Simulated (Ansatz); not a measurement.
Reactions of C2H9AlOSi (`CO[CH2][AlH][SiH3]`).

Gas-phase electronic energies from Ansatz, PBE0-D4/def2-TZVP geometries. CBS: MP2 limit from def2 TZ/QZ plus the TZ coupled-cluster correction, frozen cores. This one scheme is used for every species. def2 core potentials past Kr. For Ga, In, Te outer-core shells are correlated without core-valence functions, which leaves a few kJ/mol of doubt a bond. Scalar relativity is left out up to krypton. One conformer a species, not always the lowest.

Q: Order these by ΔE at CCSD(T)/CBS, lowest first. (Estimate.)
A. `CO[CH2][AlH][SiH3]` + H₂Te → `[SiH3][TeH]` + `CO[CH2][AlH2]`
B. `CO[CH2][AlH][SiH3]` + `F[SiH2]P` → `F[SiH2]P[SiH3]` + `CO[CH2][AlH2]`
C. `CO[CH2][AlH][SiH3]` + HCl → `[SiH3][AlH][Cl]` + `COC`
D. `CO[CH2][AlH][SiH3]` + `[GaH3]` → `CO[CH2][GaH2]` + `[AlH2][SiH3]`
E. `CO[CH2][AlH][SiH3]` + `[SiH3]S` → `[SiH3][AlH][S][SiH3]` + `COC`
F. `CO[CH2][AlH][SiH3]` + H₂S → `COCS` + `[AlH2][SiH3]`
G. `CO[CH2][AlH][SiH3]` + `C=C=CCl` → `C=C=C([SiH3])Cl` + `CO[CH2][AlH2]`
H. `CO[CH2][AlH][SiH3]` + `C[O][In]([OH])[OH]` → `C[O][In]([OH])[O][SiH3]` + `CO[CH2][AlH2]`

A: C (-193.5 kJ/mol), E (-156.1 kJ/mol), H (-99.5 kJ/mol), A (-56.9 kJ/mol), B (-25.0 kJ/mol), G (-10.4 kJ/mol), D (+2.5 kJ/mol), F (+16.9 kJ/mol).

Largest T1 diagnostic: 0.017, for `C[O][In]([OH])[OH]`.
